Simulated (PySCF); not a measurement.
Some computed properties have been withheld. Give your best values.

C₃H₈SSi₂.
SMILES: `CS[SiH2]C#C[SiH3]`

Conformer (atom-mapped SMILES and torsion angles): `[CH3:1][S:2][SiH2:3][C:4]#[C:5][SiH3:6]`: C1–S2–Si3–C4 57°.

| property | level | value |
| --- | --- | --- |
| point group | PBE0-D3(BJ)/def2-SVP | ? |
| rotational constants A, B, C | PBE0-D3(BJ)/def2-SVP | ? |
| dipole moment | B3LYP/def2-SVPD | ? |
| HOMO energy | B3LYP/def2-SVPD | ? |
| LUMO energy | B3LYP/def2-SVPD | ? |
| lowest singlet excitation | TDDFT B3LYP/def2-SVPD | ? |
| static isotropic polarisability | B3LYP/def2-SVPD | ? |
| electronic spatial extent ⟨r²⟩ about the centre of nuclear charge | B3LYP/def2-SVPD | 1832 bohr² |

Electronic properties: PySCF, gas phase, density fitting. The structure is a single PBE0-D3(BJ)/def2-SVP conformer in the gas phase; no vibrational or solvent corrections.

Question: What is the point group?

Answer: C1.

Question: Give the dipole moment.

Answer: 1.49 D.

Question: The LUMO energy?

Answer: -1.18 eV.

Question: What are the rotational constants A, B, C?

Answer: 3.744, 0.680, 0.608 GHz.

Question: The HOMO energy?

Answer: -6.82 eV.

Question: The lowest singlet excitation?

Answer: 4.75 eV (261 nm, f = 0.018).

Question: What is the static isotropic polarisability?

Answer: 115.9 au.

The 6 singlets span 4.75 to 5.73 eV, and their oscillator strengths add up to 0.03. The dipole matches unit charges of opposite sign 0.31 Å apart (1 e·Å = 4.8032 D). The principal polarisabilities are 90.4, 106.7 and 150.6 au; their mean is the isotropic value. The polarisability is 17.18 Å³ as a volume (1 au = 0.148185 Å³), or 1.66 au for each of the 70 electrons. No computed singlet falls in the visible range (750 to 380 nm, 1.65 to 3.26 eV); S1 lies 1.49 eV above its blue end.
